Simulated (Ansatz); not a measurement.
Coupled-cluster run, `[F][GeH]1[CH2][SiH2][S]1`.

```yaml
crystal:
  periodic: [false, false, false]
  atoms:
    - {symbol: F, position_ang: [-0.952582, 1.033844, 2.290564]}
    - {symbol: Ge, position_ang: [-1.026535, -0.099492, 0.971836]}
    - {symbol: C, position_ang: [0.772124, -0.508811, 0.332711]}
    - {symbol: Si, position_ang: [0.467323, 0.369551, -1.307829]}
    - {symbol: S, position_ang: [-1.577700, 0.933659, -0.915555]}
    - {symbol: H, position_ang: [-2.007529, -1.182751, 1.436562]}
    - {symbol: H, position_ang: [1.531659, -0.043113, 0.962110]}
    - {symbol: H, position_ang: [0.974737, -1.577046, 0.249702]}
    - {symbol: H, position_ang: [0.563341, -0.527939, -2.487071]}
    - {symbol: H, position_ang: [1.338362, 1.551098, -1.530130]}
basis:
  gaussian: {orbitals: def2-TZVPP}
correlation: {method: ccsd_t}
output: {orbitals: {seedname: orbitals}}
```

```sh
$ ansatz run in.yaml --threads 4 --pin off --events-out ev --progress --plain
```

Log, shortened:

```
Functional definition: HF
1583 factors; integrals over basis functions are off by at most 1.1e-3 eV
mean field evaluation 1: about -78969.9194 eV, gradient 3.9e1 eV
mean field evaluation 2: about -78970.2001 eV, gradient 3.9e1 eV
mean field evaluation 4: about -78973.6995 eV, gradient 4.0e0 eV
mean field evaluation 8: about -78973.7656 eV, gradient 2.8e-1 eV
mean field -78973.76606094 eV, -2902.2323723983 hartree, gradient 1.8e-6 eV, S^2 0.000000; 0 other end points of the search recorded, 0 dependent functions left out
21 core orbitals not correlated: weight in the atoms' cores, before any rotation towards them, 1.000 or more for the frozen orbitals, at most 0.000 for the correlated occupied ones
reference -78973.76606094 eV, -2902.2323723983 hartree; 20, 20 occupied and 223, 223 virtual orbitals, 1583 factors
second order -26.25490510 eV of doubles, -0.00000000 eV of singles
cycle   1  -26.43798007 eV  change   -1.8e-1 eV  update   1.2e-1
cycle   2  -27.13561568 eV  change   -7.0e-1 eV  update   3.5e-2
cycle   3  -27.27585337 eV  change   -1.4e-1 eV  update   1.8e-2
cycle   4  -27.26323279 eV  change    1.3e-2 eV  update   4.1e-3
cycle   5  -27.25941369 eV  change    3.8e-3 eV  update   1.8e-3
cycle   6  -27.26008346 eV  change   -6.7e-4 eV  update   5.5e-4
cycle   7  -27.25988399 eV  change    2.0e-4 eV  update   2.2e-4
cycle   8  -27.25977621 eV  change    1.1e-4 eV  update   7.5e-5
cycle   9  -27.25980658 eV  change   -3.0e-5 eV  update   3.1e-5
perturbative correction -1.11031662 eV, -0.0408033834 hartree
Total energy: -79002.13618415 eV, -2903.2749551961 hartree
```

Run time 5.4 min (4 threads of a server CPU on a shared host); peak host memory 6.2 GiB.

Correlation energy per correlated electron: -0.709 eV. T1 diagnostic: 0.0119.
